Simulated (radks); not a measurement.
The numbers below are computed, except where a source is named.
Q: Ionisation of the tungsten ion W3+, [Xe] 4f14 5d3, to [Xe] 4f14 5d2 as the strength of local exchange is varied. Code: a radial shooting solver on a logarithmic mesh with Libxc functionals. Model: Dirac Kohn-Sham, Slater X-alpha exchange (alpha = 2/3 is LDA exchange), no correlation, spin-unpolarised, spherical densities, finite nucleus; open shells fill j = l - 1/2 first; Fermi nuclear charge, rms radius 5.3658 fm.

alpha  E(W3+) (hartree)  exchange (hartree)  IE (eV)  -e of the level emptied (eV)  <r> of it (bohr)
0.553       -16092.2984           -253.8797   34.503                28.495 (5d3/2)             1.797
0.557       -16094.1349           -255.7471   34.570                28.557 (5d3/2)             1.796
0.667       -16144.7256           -307.2738   36.443                30.303 (5d3/2)             1.750
0.761       -16188.0910           -351.5711   38.095                31.851 (5d3/2)             1.713
0.844       -16226.4836           -390.8874   39.593                33.260 (5d3/2)             1.683
0.943       -16272.4020           -438.0313   41.429                34.992 (5d3/2)             1.648
1.004       -16300.7627           -467.2138   42.587                36.087 (5d3/2)             1.628
x           -16220.9269           -385.1914   39.375                33.054 (5d3/2)             1.687

Which alpha was used in the last row?

A: alpha = 0.832. NIST Atomic Spectra Database: 38.2 +/- 0.4 eV (semi-empirical). The Delta-SCF value meets it near alpha = 0.77. Spin polarisation and multiplet splitting are left out, so open shells lie too high by an amount that depends on their filling.

Beside tabulated values, note that spin-unpolarised runs miss the spin-polarisation part of the exchange energy of open shells.
